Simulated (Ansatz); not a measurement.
A run for Ansatz (an electronic-structure program): R-CCSD(T)/def2-TZVPP on CH3GeI (SMILES [CH3][Ge][I]), a point of a torsion scan. Elements past Kr take the def2 small-core potentials; no spin–orbit coupling. The run froze 24 orbitals, filled d shells among them.

Ansatz 0.2 input:
```yaml
crystal:
  periodic: [false, false, false]
  atoms:
    - {symbol: C, position_ang: [-0.68701133, -0.01599316, 0.02320785]}
    - {symbol: Ge, position_ang: [0.88750998, 1.27097580, -0.07402550]}
    - {symbol: I, position_ang: [2.50184713, -0.07277977, 1.39874877]}
    - {symbol: H, position_ang: [-0.83356339, -0.44979198, 1.01286196]}
    - {symbol: H, position_ang: [-1.61425600, 0.47414446, -0.27768655]}
    - {symbol: H, position_ang: [-0.51715204, -0.84343809, -0.67118725]}
basis:
  gaussian:
    orbitals: def2-TZVPP
magnetization: {spin_polarized: false}
correlation: {method: ccsd_t, electrons: outside_noble_gas}
scf: {lower_state_search: off}
```

It printed:

```
WARN ansatz: RAYON_NUM_THREADS=1 ignored (pool sized by the plan → 1); use --threads N
Functional definition: HF
these checks for a lower state are left out or cut short: stability, starts, cluster_reference, orbital_swaps, neighbouring_geometries, increment
integrals: 0.51 GiB planned
1210 factors; integrals over basis functions are off by at most 8.9e-4 eV
mean field: 0.62 GiB planned
mean field evaluation 1: about -65622.8927 eV, gradient 2.8e1 eV
mean field evaluation 2: about -65622.9503 eV, gradient 2.8e1 eV
mean field evaluation 4: about -65625.2835 eV, gradient 3.2e0 eV
mean field evaluation 8: about -65625.3348 eV, gradient 3.3e-1 eV
mean field evaluation 16: about -65625.3358 eV, gradient 2.0e-6 eV
mean field -65625.33575480 eV, -2411.6866065386 hartree, gradient 2.0e-6 eV, S^2 0.000000; 0 other end points of the search recorded, 0 dependent functions left out
24 core orbitals not correlated
reference -65625.33575480 eV, -2411.6866065386 hartree; 9, 9 occupied and 138, 138 virtual orbitals, 1210 factors
second order -11.10766320 eV of doubles, -0.00000000 eV of singles
coupled cluster: 1.30 GiB planned
cycle   1  -11.76568505 eV  change   -6.6e-1 eV  update   8.7e-2
cycle   2  -12.08440515 eV  change   -3.2e-1 eV  update   2.8e-2
cycle   3  -12.15360472 eV  change   -6.9e-2 eV  update   1.6e-2
cycle   4  -12.14637496 eV  change    7.2e-3 eV  update   5.0e-3
cycle   5  -12.14513760 eV  change    1.2e-3 eV  update   2.4e-3
cycle   6  -12.14516531 eV  change   -2.8e-5 eV  update   9.1e-4
cycle   7  -12.14502809 eV  change    1.4e-4 eV  update   3.5e-4
cycle   8  -12.14510920 eV  change   -8.1e-5 eV  update   1.2e-4
cycle   9  -12.14510301 eV  change    6.2e-6 eV  update   4.3e-5
cycle  10  -12.14508451 eV  change    1.9e-5 eV  update   1.5e-5
perturbative correction -0.52715201 eV, -0.0193724792 hartree
Total energy: -65638.00799132 eV, -2412.1523026414 hartree
Checks for a lower state left out: stability, starts, cluster_reference, orbital_swaps, neighbouring_geometries, increment
```

The run converged.

Cost: very roughly 17 core-seconds.
